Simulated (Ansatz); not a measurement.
Ansatz (an electronic-structure program) input (CCSD(T)/cc-pV(D+d)Z):
A basis named .json is the Basis Set Exchange file of that set.

Ansatz 0.2 input:
```yaml
crystal:
  periodic: [false, false, false]
  atoms:
    - {symbol: C, position_ang: [-3.63379173, -0.35150734, -0.24817169]}
    - {symbol: C, position_ang: [-2.35590937, -0.74962053, 0.48416102]}
    - {symbol: C, position_ang: [-1.09124125, -0.30357243, -0.24552646]}
    - {symbol: C, position_ang: [0.18406830, -0.70655297, 0.48567675]}
    - {symbol: C, position_ang: [1.47464816, -0.33173346, -0.22012495]}
    - {symbol: C, position_ang: [2.69524979, -0.77936500, 0.43710291]}
    - {symbol: Cl, position_ang: [1.58435730, 1.56264592, -0.32642944]}
    - {symbol: H, position_ang: [-3.66991322, -0.79675392, -1.24537088]}
    - {symbol: H, position_ang: [-3.69470626, 0.73253762, -0.36890270]}
    - {symbol: H, position_ang: [-4.52305213, -0.67727926, 0.29426544]}
    - {symbol: H, position_ang: [-2.33440894, -1.83602163, 0.62010986]}
    - {symbol: H, position_ang: [-2.36040937, -0.31711545, 1.48992925]}
    - {symbol: H, position_ang: [-1.10751330, 0.78065899, -0.37579583]}
    - {symbol: H, position_ang: [-1.08225086, -0.73565171, -1.25261070]}
    - {symbol: H, position_ang: [0.20177514, -1.79569277, 0.60846358]}
    - {symbol: H, position_ang: [0.19671969, -0.27907672, 1.49216249]}
    - {symbol: H, position_ang: [1.44989577, -0.60344866, -1.27338739]}
    - {symbol: H, position_ang: [2.72932838, -0.85830149, 1.51540958]}
    - {symbol: H, position_ang: [3.62231767, -0.84472529, -0.11367795]}
basis:
  gaussian:
    orbitals: cc-pV_D+d_Z.json
magnetization: {spin_polarized: true, initial_magnetization: 1}
correlation: {method: ccsd_t, electrons: outside_noble_gas}
```

Output:

```
Functional definition: HF
integrals: 0.89 GiB planned
1540 factors; integrals over basis functions are off by at most 1.3e-3 eV
0.88 GiB of device memory are held for the factors and their scratch space
mean field: 1.61 GiB planned
mean field evaluation 1: about -18871.7167 eV, gradient 2.4e1 eV
mean field evaluation 2: about -18871.9949 eV, gradient 2.4e1 eV
mean field evaluation 4: about -18875.9236 eV, gradient 3.2e0 eV
mean field evaluation 8: about -18876.0146 eV, gradient 4.5e-1 eV
mean field evaluation 16: about -18876.0186 eV, gradient 2.1e-6 eV
mean field -18876.01857309 eV, -693.6808879361 hartree, gradient 2.1e-6 eV, S^2 0.769690; 0 other end points of the search recorded, 0 dependent functions left out
11 core orbitals not correlated
reference -18876.01857309 eV, -693.6808879361 hartree; 22, 21 occupied and 134, 135 virtual orbitals, 1540 factors
second order -26.42777436 eV of doubles, -0.00000000 eV of singles
coupled cluster: 6.53 GiB planned
cycle   1  -28.13647988 eV  change    -1.7e0 eV  update   1.1e-1
cycle   2  -28.86138182 eV  change   -7.2e-1 eV  update   3.2e-2
cycle   3  -28.99069928 eV  change   -1.3e-1 eV  update   1.5e-2
cycle   4  -28.99487052 eV  change   -4.2e-3 eV  update   5.3e-3
cycle   5  -28.99507561 eV  change   -2.1e-4 eV  update   2.6e-3
cycle   6  -28.99503459 eV  change    4.1e-5 eV  update   1.1e-3
cycle   7  -28.99503372 eV  change    8.7e-7 eV  update   5.1e-4
cycle   8  -28.99510449 eV  change   -7.1e-5 eV  update   2.4e-4
cycle   9  -28.99508656 eV  change    1.8e-5 eV  update   1.0e-4
cycle  10  -28.99503999 eV  change    4.7e-5 eV  update   4.5e-5
perturbative correction -0.87248842 eV, -0.0320633580 hartree
Total energy: -18905.88610149 eV, -694.7784993600 hartree
```

It need not be the lowest isomer of its formula.
